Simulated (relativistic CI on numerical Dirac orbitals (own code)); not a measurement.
Line list: Forbidden lines, Nb X

Computed by Dirac-Coulomb-Breit CI, orbitals from a KLI potential per configuration, model QED, unscaled Slater integrals (own radial code, finite nucleus).

Configurations in the expansion (outside the closed core [Ar] 3d10): 4s²4p², 4s4p³, 4p⁴, 4s²4p4d, 4s4p²4d, 4s²4p4f, 4s4p²4f, 4s²4p5s, 4p³4d, 4s²4p5p, 4s4p4d², 4s²4d4f, 4s²4d², 4s4d³, 4s4d²4f, 4p²4d², 4p4d³, 4p4d²4f, 4p4d²5s, 4s²4f², 4s4d4f², 4s4f³, 4s²4d5s, 4s4d²5s, 4s4d4f5s. Double excitations out of closed p, d and f shells are left out; levels of such configurations are missing from the list, as are those of other unlisted configurations, and high levels can miss mixing partners. These lack a partner that the ground configuration has and come out too high: 4s²4p5p.

```
λ vac (Å)              Lower              Upper  Type   A (s⁻¹)  log gf
   309.55     4s²4p² ¹D2 [4]  4s²4p4d ³F°4 [18]    M2  4.43e+01   -8.24
   512.90     4s4p³ ⁵S°2 [6]  4s²4p4d ³F°4 [18]    E2  2.90e+01   -7.99
   697.63     4s4p³ ³D°2 [8]  4s²4p4d ³F°4 [18]    E2  3.48e+01   -7.64
   724.07     4s4p³ ³D°3 [9]  4s²4p4d ³F°4 [18]    M1  9.65e+00   -8.17
   930.56    4s4p³ ³P°2 [12]  4s²4p4d ³F°4 [18]    E2  5.80e+01   -7.17
   1565.4     4s²4p² ³P1 [2]     4s²4p² ¹S0 [5]    M1  1.12e+03   -6.39
   3004.4     4s²4p² ³P1 [2]     4s²4p² ¹D2 [4]    M1  1.22e+02   -6.08
   4100.1     4s²4p² ³P2 [3]     4s²4p² ¹D2 [4]    M1  1.09e+02   -5.86
   7329.1     4s²4p² ³P0 [1]     4s²4p² ³P1 [2]    M1  4.19e+01   -5.99
   7519.0  4s²4p4d ³F°3 [17]  4s²4p4d ³F°4 [18]    M1  4.64e+01   -5.45
  11242.3     4s²4p² ³P1 [2]     4s²4p² ³P2 [3]    M1  7.16e+00   -6.17
```

Terms are leading LS components. Brackets give the number of a level in order of energy, since labels repeat. The list gives strong lines, with weight on those to low levels, among the lowest 200 of 1737 levels, so that lines to higher ones, which can be the strongest, are missing. Levels whose partners in the same complex of configurations lie outside the list can be far off, and so can their lines. Rates are taken at the computed energies, electric ones in the length gauge.

At this charge energies of transitions that change n are usually good to better than 1 %, and those within a shell (Δn = 0) to a few per cent.

Question: From the table, what is the radiative lifetime of 4s²4p4d ³F°4?

Answer: The listed rates from this level add up to about 2.22e+02 s⁻¹, 98 % of its decay; with all channels τ = 4.41e-03 s.

LS names give the leading component of a level, which can be under half, so a name can repeat, a term be missing and a line seem to break the LS rules.
